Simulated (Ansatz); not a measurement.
# Worked example: vertical ionisation energy of CaH (SMILES [CaH])

CaH: 2 atoms, total charge 0, spin state doublet. SMILES: `[CaH]`. The coordinates come from a PBE0-D4/def2-TZVP relaxation.

```xyz
2

Ca    0.0000    0.0000    0.0200
H     0.0000    0.0000    2.0098
```

Both states at this one shape; open shells run unrestricted unless said. 1 Eh = 27.2114 eV.

| level | program | doublet CaH (Eh) | singlet CaH+ (Eh) |
| --- | --- | --- | --- |
| UB2PLYP/3-21G, 5 core orbitals frozen | Ansatz | -674.536941 | -674.325467 |
| RPA@PBE/3-21G, 5 core orbitals frozen | Ansatz | -673.975849 | -673.770632 |
| UCCSDT/3-21G, 5 core orbitals frozen | Ansatz | -673.957073 | -673.754438 |

Task: Work out the vertical ionisation energy at each level.

Result: 
1. UB2PLYP/3-21G: -674.325467 − (-674.536941) = 0.211474 Eh = 5.75 eV.
2. RPA@PBE/3-21G: -673.770632 − (-673.975849) = 0.205217 Eh = 5.58 eV.
3. UCCSDT/3-21G: -673.754438 − (-673.957073) = 0.202635 Eh = 5.51 eV.

No measured value is set beside it here; the levels span 5.51 to 5.75 eV.
